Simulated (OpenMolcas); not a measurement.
A run on Cr2+ among 6 point charges of -2 e arranged as a tetragonal octahedron (D4h), 1.82 Å from the ion, with the axial distance 2.220 Å.

```
Program             : OpenMolcas 26.06
Method              : SS-CASPT2, IPEA 0.25 Eh, imaginary shift 0.1 Eh (closed shells correlated: 3s 3p)
Basis               : ANO-RCC-VDZP [5s4p2d1f]
Scalar Hamiltonian  : DKH2, point nucleus
Active space        : 4 electrons in 5 orbitals (3d)
State averaging     : 2S+1 = 5 even, 5 roots; 2S+1 = 3 even, 45 roots; 2S+1 = 1 even, 50 roots
Spin-orbit coupling : RASSI with atomic mean-field integrals over the reference wave functions
```

First CASPT2 step and the start of its output:

```
&CASPT2
Multistate=5 1 2 3 4 5
NoMult
Frozen=2 3
IPEA=0.25
Imaginary=0.1
MaxIter=60
WThr=0.0 0.3 0.05
PrWF=0.5
NoMix
```

```
--- CASPT2 ---
Orbital specifications:
      -----------------------

      Symmetry species                           1   2
                                                ag  au
      Frozen orbitals                            2   3
      Inactive orbitals                          1   3
      Active orbitals                            5   0
      Secondary orbitals                         7  13
      Deleted orbitals                           0   0
      Number of basis functions                 15  19
Type of calculation                        SS-CASPT2
      Fock operator                              state-specific
      IPEA shift                                 0.25
      Real shift                                 0.00
      Imaginary shift                            0.10
      The input orbitals will be transformed to quasi-canonical
Reference energy:       -1055.5045079717
      E2 (Non-variational):      -0.3224548115
      Shift correction:          -0.0006518901
      E2 (Variational):          -0.3231067015
      Total energy:           -1055.8276146733
      Residual norm:              0.0000000662
      Reference weight:           0.92788
      Contributions to the CASPT2 correlation energy
      Active & Virtual Only:         -0.0572040622
      One Inactive Excited:          -0.1437939636
      Two Inactive Excited:          -0.1214567856
Reference energy:       -1055.4641102915
      E2 (Non-variational):      -0.3118973753
      Shift correction:          -0.0002784906
      E2 (Variational):          -0.3121758659
      Total energy:           -1055.7762861574
      Residual norm:              0.0000002023
      Reference weight:           0.93821
      Contributions to the CASPT2 correlation energy
      Active & Virtual Only:         -0.0495506590
...
```

Over all roots the printed reference weights run from 0.00 to 0.95, and roots that are degenerate in the reference spread by up to 0.89 cm-1.

Problem. Did the run give usable levels, and if not, why?

Solution. No. The equations converged, but the reference weight falls to 0.00 for at least one root against 0.95 for the best. A drop of that size marks an intruder state, so the energies of such roots and the levels built on them can't be trusted.
